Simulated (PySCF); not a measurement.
Isomers of C4H7NSi, one GFN2-xTB conformer each. Single-point energies are computed at PBE0/pcSseg-1 (PySCF, gas phase, no added dispersion term), electronic only.

```json
{"SMILES": "C=N[SiH2]C1C=C1", "GFN2-xTB relative energy (kJ/mol)": "144.8"}
{"SMILES": "N#CC[SiH]1CC1", "GFN2-xTB relative energy (kJ/mol)": "78.2"}
{"SMILES": "C#CC/C=N/[SiH3]", "GFN2-xTB relative energy (kJ/mol)": "6.2"}
{"SMILES": "C=C([SiH3])CC#N", "GFN2-xTB relative energy (kJ/mol)": "0.0"}
{"SMILES": "C[Si@@H]1C[C@H]1C#N", "GFN2-xTB relative energy (kJ/mol)": "53.4"}
{"SMILES": "C#C/C=N/C[SiH3]", "GFN2-xTB relative energy (kJ/mol)": "74.8"}
{"SMILES": "[H]/N=C(\\C)C#C[SiH3]", "GFN2-xTB relative energy (kJ/mol)": "44.1"}
```

Conformers: `[CH2:1]=[N:2][SiH2:3][CH:4]1[CH:5]=[CH:6]1` with C1–N2–Si3–C4 -116°, N2–Si3–C4–C5 -163°; `[N:1]#[C:2][CH2:3][SiH:4]1[CH2:5][CH2:6]1` with C2–C3–Si4–C5 -168°; `[CH:1]#[C:2][CH2:3]/[CH:4]=[N:5]/[SiH3:6]` with C2–C3–C4–N5 -2°; `[CH2:1]=[C:2]([SiH3:3])[CH2:4][C:5]#[N:6]` with C1–C2–C4–C5 107°; `[CH:1]#[C:2]/[CH:3]=[N:4]/[CH2:5][SiH3:6]` with C3–N4–C5–Si6 106°.

Question: What does PBE0/pcSseg-1 give for the same structures?

Answer: 
| SMILES | PBE0/pcSseg-1 E (Eh) | PBE0/pcSseg-1 (kJ/mol) | GFN2-xTB (kJ/mol) | point group |
| --- | --- | --- | --- | --- |
| C[Si@@H]1C[C@H]1C#N | -500.42762 | 0.0 | 53.4 | C1 |
| N#CC[SiH]1CC1 | -500.41810 | 25.0 | 78.2 | C1 |
| C=C([SiH3])CC#N | -500.41422 | 35.2 | 0.0 | C1 |
| [H]/N=C(\C)C#C[SiH3] | -500.38541 | 110.8 | 44.1 | – |
| C#CC/C=N/[SiH3] | -500.37275 | 144.1 | 6.2 | – |
| C#C/C=N/C[SiH3] | -500.35586 | 188.4 | 74.8 | C1 |
| C=N[SiH2]C1C=C1 | -500.34806 | 208.9 | 144.8 | C1 |

GFN2-xTB puts C=C([SiH3])CC#N lowest instead; measured from each level's own lowest isomer, the values differ by up to 137.9 kJ/mol (C#CC/C=N/[SiH3]: 6.2 against 144.1). As drawn, the lowest has a C≡N group, which the highest lacks; the highest has a C=N bond and a C=C bond outside aromatic rings, which the lowest lacks. Neighbours about 10 kJ/mol apart or less (N#CC[SiH]1CC1 and C=C([SiH3])CC#N) can change places with a better method, another conformer or zero-point energy.

Question: Which frontier levels, dipoles and rotational constants go with these structures?

Answer: 
```csv
SMILES,"HOMO (eV, PBE0/pcSseg-1)",LUMO (eV),dipole (D),"A, B, C (MHz)"
C[Si@@H]1C[C@H]1C#N,-7.30,-0.08,5.55,"7265, 1600, 1493"
N#CC[SiH]1CC1,-7.28,0.19,4.00,"9070, 1411, 1369"
C=C([SiH3])CC#N,-8.31,-0.78,3.81,"4053, 2013, 1545"
[H]/N=C(\C)C#C[SiH3],-7.74,-1.30,2.32,"8849, 1080, 979.7"
C#CC/C=N/[SiH3],-7.01,-0.57,1.76,"6526, 1407, 1182"
C#C/C=N/C[SiH3],-7.39,-1.31,1.30,"9866, 1143, 1076"
C=N[SiH2]C1C=C1,-6.74,-0.62,0.90,"8929, 1496, 1404"
```
